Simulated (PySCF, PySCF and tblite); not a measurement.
A run on one conformer of C₄H₅F₂NO₂, numbered as in [CH2:1]=[C:2]([O:3][CH:4]([F:5])[F:6])[C:7]([NH2:8])=[O:9], from an ensemble study. The sound level was PBE0/pcSseg-1 on GFN2-xTB geometries.

Input:

```
{"job": {"xc": "PBE0", "basis": "pcSseg-1", "scf": {"max_cycle": 51}, "kind": "nmr", "pop": false}, "charge": 1, "multiplicity": 1}
C     -0.665295     1.536038    -0.089926
C      0.089794     0.449542    -0.040070
O     -0.359752    -0.875990     0.077134
C     -1.673785    -1.124408     0.152359
F     -2.267416    -0.530899     1.214692
F     -2.360325    -0.690416    -0.930942
C      1.587791     0.551685    -0.109161
N      2.239010    -0.626625    -0.046864
O      2.146888     1.620179    -0.212586
H     -0.163182     2.482762    -0.180987
H     -1.739027     1.541221    -0.046414
H     -1.821648    -2.213096     0.239667
H      3.244179    -0.625990    -0.087875
H      1.742090    -1.494476     0.038808
```

Command: OMP_NUM_THREADS=1 python ens_run.py task.json out

Output:

```
RuntimeError: Electron number 69 and spin 0 are not consistent
Note mol.spin = 2S = Nalpha - Nbeta, not 2S+1
```

Q: What is wrong with this calculation?

A: The setting at fault: wrong charge. The input was rejected before any iteration.
